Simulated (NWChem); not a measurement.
The numbers come from NWChem runs, not from measurements. System: BiCl₃, charge 0, spin multiplicity 1, at a geometry optimised with PBE0/def2-SVP with def2 effective core potentials on Bi. The structure started from a generated list of species. Level: evGW0@PBE/def2-SVPD with def2 effective core potentials on Bi, RI basis def2-svpd-rifit, 6 cycles, no spin-orbit coupling.

Job file:

```
start mol
memory heap 200 mb stack 700 mb global 1700 mb
geometry units angstroms nocenter noautoz
  Bi     0.002103     0.446832     0.000000
  Cl    -1.083613    -0.722116     1.870969
  Cl    -1.083613    -0.722116    -1.870969
  Cl     2.156961    -0.737359     0.000000
  symmetry group Cs
end
basis spherical
  * library def2-svpd
end
ecp
  Bi library def2-ecp
end
basis "ri basis" bse spherical
  * library def2-svpd-rifit
end
dft
  xc xpbe96 cpbe96
  iterations 100
  direct
  tolerances tight
end
task dft energy
gw
  evgw0 6
  states alpha occ -1 vir -1
end
task dft gw
```

Output (cleaned and shortened):

```
             Northwest Computational Chemistry Package (NWChem) 7.3.0
             --------------------------------------------------------

                                NWChem Input Module
                                -------------------

 Scaling coordinates for geometry "geometry" by  1.889725989
 (inverse scale =  0.529177249)

 Turning off AUTOSYM since
 SYMMETRY directive was detected!

                             Geometry "geometry" -> ""
                             -------------------------

 Output coordinates in angstroms (scale by  1.889725989 to convert to a.u.)

  No.       Tag          Charge          X              Y              Z
 ---- ---------------- ---------- -------------- -------------- --------------
    1 Bi                  83.0000     0.00210300     0.44683200     0.00000000
    2 Cl                  17.0000    -1.08361300    -0.72211600     1.87096900
    3 Cl                  17.0000    -1.08361300    -0.72211600    -1.87096900
    4 Cl                  17.0000     2.15696100    -0.73735900     0.00000000

 Effective nuclear repulsion energy (a.u.)    1033.6229883785

            Nuclear Dipole moment (a.u.)
            ----------------------------
        X                 Y               Z
 ---------------- ---------------- ----------------
     0.0000831479     0.0000170075     0.0000000000

      Symmetry information
      --------------------

 Group name             Cs
 Group number              2
 Group order               2
 No. of unique centers     3

      Symmetry unique atoms

     1    2    4


 Summary of "ao basis" -> "" (spherical)
 ------------------------------------------------------------------------------
       Tag                 Description            Shells   Functions and Types
 ---------------- ------------------------------  ------  ---------------------
 *                         def2-svpd                  on all atoms

 Summary of "ri basis" -> "" (spherical)
 ------------------------------------------------------------------------------
       Tag                 Description            Shells   Functions and Types
 ---------------- ------------------------------  ------  ---------------------
 *                      def2-svpd-rifit               on all atoms

  pbe96 is a nonlocal functional; adding pw91lda local functional.

                                 NWChem DFT Module
                                 -----------------

 Summary of "ao basis" -> "ao basis" (spherical)
 ------------------------------------------------------------------------------
       Tag                 Description            Shells   Functions and Types
 ---------------- ------------------------------  ------  ---------------------
 Bi                        def2-svpd                12       32   5s4p3d
 Cl                        def2-svpd                11       27   5s4p2d

 Summary of "ao basis" -> "ao basis" (spherical)
 ------------------------------------------------------------------------------
       Tag                 Description            Shells   Functions and Types
 ---------------- ------------------------------  ------  ---------------------
 Bi                        def2-svpd                12       32   5s4p3d
 Cl                        def2-svpd                11       27   5s4p2d

      Symmetry analysis of basis
      --------------------------

        a'         68
        a"         45

            General Information
            -------------------
          SCF calculation type: DFT
[...]
@GW        95         31.396           0.000
@GW        96         32.065           0.000
@GW        97         31.537           0.000
@GW        98         31.537           0.000
@GW        99         32.602           0.000
@GW       100         32.599           0.000
@GW       101         32.937           0.000
@GW       102         32.937           0.000
@GW       103         32.850           0.000
@GW       104         35.118           0.000
@GW       105         35.081           0.000
@GW       106         35.075           0.000
@GW       107         41.833           0.000
@GW       108         41.833           0.000
@GW       109         42.117           0.000
@GW       110        588.370           0.000
@GW       111        592.849           0.000
@GW       112        592.847           0.000
@GW       113       1487.148           0.000

  *** G5W0

          Solving quasiparticle equations

                  Alpha Orbitals
          State     Energy (eV)     Error (eV)
          -----------------------------------
@GW         1      -2797.086           0.000
@GW         2      -2796.961           0.000
@GW         3      -2797.054           0.000
@GW         4       -276.497           0.000
@GW         5       -275.938           0.000
@GW         6       -271.797           0.000
@GW         7       -203.840           0.000
@GW         8       -203.841           0.000
@GW         9       -203.839           0.000
@GW        10       -203.774           0.000
@GW        11       -203.774           0.000
@GW        12       -203.772           0.000
@GW        13       -203.667           0.000
@GW        14       -203.662           0.000
@GW        15       -203.665           0.000
@GW        16       -178.537           0.000
@GW        17       -112.351           0.000
@GW        18       -112.351           0.000
@GW        19       -112.303           0.000
@GW        20        -33.842           0.000
@GW        21        -33.842           0.000
@GW        22        -33.714           0.000
@GW        23        -33.714           0.000
@GW        24        -33.692           0.000
@GW        25        -23.120           0.000
@GW        26        -22.190           0.000
@GW        27        -22.190           0.000
@GW        28        -17.709           0.000
@GW        29        -12.303           0.000
@GW        30        -12.303           0.000
@GW        31        -11.623           0.000
@GW        32        -10.798           0.000
@GW        33        -10.798           0.000
@GW        34        -10.413           0.000
@GW        35        -10.413           0.000
@GW        36        -10.335           0.000
@GW        37        -10.012           0.000
@GW        38         -0.321           0.000
@GW        39          0.052           0.000
@GW        40          0.052           0.000
@GW        41          1.610           0.000
@GW        42          2.983           0.000
@GW        43          3.061           0.000
@GW        44          3.061           0.000
@GW        45          3.227           0.000
@GW        46          3.227           0.000
@GW        47          4.234           0.000
@GW        48          4.322           0.000
@GW        49          4.322           0.000
@GW        50          4.252           0.000
@GW        51          4.961           0.000
@GW        52          4.954           0.000
@GW        53          5.212           0.000
@GW        54          5.893           0.000
@GW        55          5.893           0.000
@GW        56          5.723           0.000
@GW        57          6.155           0.000
@GW        58          6.155           0.000
@GW        59          7.602           0.000
@GW        60          8.458           0.000
@GW        61          8.458           0.000
@GW        62          9.046           0.000
@GW        63          9.690           0.000
@GW        64          9.690           0.000
@GW        65         10.085           0.000
@GW        66         10.084           0.000
@GW        67         10.086           0.000
@GW        68         10.544           0.000
@GW        69         10.542           0.000
@GW        70         11.091           0.000
@GW        71         11.747           0.000
@GW        72         11.747           0.000
@GW        73         12.381           0.000
@GW        74         14.445           0.000
@GW        75         15.692           0.000
@GW        76         15.991           0.000
@GW        77         15.993           0.000
@GW        78         17.352           0.000
@GW        79         17.519           0.000
@GW        80         17.519           0.000
@GW        81         18.933           0.000
@GW        82         18.938           0.000
@GW        83         25.771           0.000
@GW        84         26.122           0.000
@GW        85         26.122           0.000
@GW        86         29.842           0.000
@GW        87         30.436           0.000
@GW        88         30.436           0.000
@GW        89         30.734           0.000
@GW        90         30.652           0.000
@GW        91         30.652           0.000
@GW        92         30.813           0.000
@GW        93         30.846           0.000
@GW        94         30.845           0.000
@GW        95         31.397           0.000
@GW        96         32.066           0.000
@GW        97         31.538           0.000
@GW        98         31.538           0.000
@GW        99         32.603           0.000
@GW       100         32.600           0.000
@GW       101         32.937           0.000
@GW       102         32.938           0.000
@GW       103         32.851           0.000
@GW       104         35.119           0.000
@GW       105         35.083           0.000
@GW       106         35.077           0.000
@GW       107         41.837           0.000
@GW       108         41.836           0.000
@GW       109         42.121           0.000
@GW       110        588.371           0.000
@GW       111        592.853           0.000
@GW       112        592.850           0.000
@GW       113       1487.151           0.000

     GW Timing Statistics
   ------------------------
   Init.   :          0.1s
     ERIs  :          2.8s
     Distr.:          0.1s
     Vxc   :          0.6s
   Sigma_x :          0.0s
   RPA     :         10.4s
   Wmn     :         11.8s
   Sigma_c :         23.5s
   GW total:         49.7s

 Task  times  cpu:       49.7s     wall:       49.7s

 Total times  cpu:       69.1s     wall:       69.1s
```
